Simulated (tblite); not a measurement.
C5H4ClO2 (doublet state).
Atom-mapped SMILES: `[CH2:1][c:2]1[cH:3][o:4][c:5]([OH:6])[c:7]1[Cl:8]` (hydrogens: H9, H10 on C1; H11 on C3; H12 on O6)

The geometry is computed with GFN2-xTB (gas phase). This method treats the open shell by occupation alone, without spin polarisation.

Give the optimised bond lengths and angles.

```json
{"bond": "C1–C2", "length (Å)": "1.376"}
{"bond": "C2–C3", "length (Å)": "1.397"}
{"bond": "C3–O4", "length (Å)": "1.356"}
{"bond": "O4–C5", "length (Å)": "1.353"}
{"bond": "C5–O6", "length (Å)": "1.339"}
{"bond": "C5–C7", "length (Å)": "1.358"}
{"bond": "C7–Cl8", "length (Å)": "1.707"}
{"bond": "C2–C7", "length (Å)": "1.451"}
{"bond": "C1–H9", "length (Å)": "1.073"}
{"bond": "C1–H10", "length (Å)": "1.073"}
{"bond": "C3–H11", "length (Å)": "1.069"}
{"bond": "O6–H12", "length (Å)": "0.966"}
```

A selection of angles:
```json
{"angle": "C2–C1–H9", "degrees": "120.2"}
{"angle": "C2–C1–H10", "degrees": "120.8"}
{"angle": "H9–C1–H10", "degrees": "119.0"}
{"angle": "C1–C2–C3", "degrees": "129.0"}
{"angle": "C1–C2–C7", "degrees": "127.2"}
{"angle": "C3–C2–C7", "degrees": "103.8"}
{"angle": "C2–C3–O4", "degrees": "111.0"}
{"angle": "C2–C3–H11", "degrees": "131.6"}
{"angle": "O4–C3–H11", "degrees": "117.4"}
{"angle": "C3–O4–C5", "degrees": "107.3"}
{"angle": "O4–C5–O6", "degrees": "118.3"}
{"angle": "O4–C5–C7", "degrees": "110.8"}
{"angle": "O6–C5–C7", "degrees": "130.8"}
{"angle": "C5–O6–H12", "degrees": "109.0"}
{"angle": "C5–C7–Cl8", "degrees": "126.9"}
{"angle": "C2–C7–C5", "degrees": "107.1"}
{"angle": "C2–C7–Cl8", "degrees": "126.0"}
```

Torsions: H12–O6–C5–O4 0° (synperiplanar).

C2 (carbon bonded to 3 C) is planar (angles 129.0°, 127.2° and 103.8°, sum 360.0°, 0.00 Å off the plane of its three neighbours). The C–C distances run from 1.358 Å (C5–C7, aromatic) to 1.451 Å (C2–C7, aromatic), a spread of 0.093 Å. C5 (carbon bonded to C and 2 O) is planar (angles 130.8°, 118.3° and 110.8°, sum 360.0°, 0.00 Å off the plane of its three neighbours). C7 (carbon bonded to 2 C and Cl) is planar (angles 126.9°, 126.0° and 107.1°, sum 360.0°, 0.00 Å off the plane of its three neighbours). Of the pairs four or more bonds apart, Cl8···H9 is among the closest relative to their van der Waals radii: 2.96 Å, 100 % of the sum of Bondi's values. O4 (oxygen bonded to 2 C) is bent (angle 107.3°). The 5-membered ring C2–C3–O4–C5–C7 has internal angles of 103.8° to 111.0° (sum 540°, against 540° for a flat polygon); it is planar, 0.00 Å rms from its mean plane, widest ring torsion 0°.

Point group: Cs (every atom within 0.08 Å of its image). Its GFN2-xTB frequencies are all real (lowest 140 cm⁻¹). Torsions: H–C1–C2–C3 180° and 0°, O4–C5–O6–H 0°.

On one thread, Intel Xeon at 2.70 GHz (x86_64), shared host with 64 logical CPUs at a one-minute load of 55, this took 0.39 s wall. That covers the optimisation of the geometry.

One conformer stands for the species.
